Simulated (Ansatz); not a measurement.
Energy profile

The step: AlH₃OF₂ ([OH2][AlH]([F])[F]) + HF → AlH₂OF₃ ([OH2][Al]([F])([F])[F]) + H₂; bonds formed: Al1–F8, H2–H7; bonds broken: Al1–H2, H7–F8 (atoms numbered as in the saddle structure below).

```
9
angstrom
Al -0.3123 -0.5205 0.2122
H -1.9423 -0.2388 0.5326
F -0.3812 -1.6930 -0.9735
F 0.5725 -0.8814 1.5646
H 1.6791 0.9393 -0.4086
O 1.0595 0.3612 -0.8671
H -1.5330 0.8497 0.6876
F -0.6863 1.4755 0.6381
H 1.5439 -0.2920 -1.3858
```

Electronic energies by CCSD(T) at an estimated basis limit (MP2 extrapolated from triple and quadruple zeta, plus CCSD(T) − MP2 in triple zeta), on PBE0-D4/def2-TZVP structures; AlH4OF3, singlet; no counterpoise correction. Computed with Ansatz 0.2.0 (basis: def2-TZVPP and def2-QZVPP); correlated methods freeze the cores. Extrapolation: Hartree–Fock as exp(−7.88 √X), correlation as X^−2.97.

(1) Give the profile in eV, counted from the separated reactants. (An estimate is asked for; the value comes from the calculation.)

No T1 diagnostic of these runs exceeds 0.012. The end structure is not quite a true minimum (one mode of 27i cm⁻¹).

Answers

(1) The calculation gives:
```
                                                                                                             point      eV
    separated: AlH3OF2 (linked as [OH2][AlH]([F])[F]; Al1, H2, F3, F4, H5, O6, H9; singlet) + HF (H7, F8; singlet)   0.000
                                                                                                   start structure  -0.450
                                                                                                            saddle   0.092
                                                                                                     end structure  -1.862
separated: AlH2OF3 (linked as [OH2][Al]([F])([F])[F]; Al1, F3, F4, H5, O6, F8, H9; singlet) + H2 (H2, H7; singlet)  -1.813
```

For scale, one of the runs: CCSD(T)/def2-TZVPP, 222 basis functions, launched by `ansatz run in.yaml --threads 4 --pin off --events-out ev --progress --plain --max-ram 9574MiB`. The run took 29 s on 4 CPU threads of an Intel Xeon 6975P-C (shared host), with 4.1 GiB of host memory at its peak.
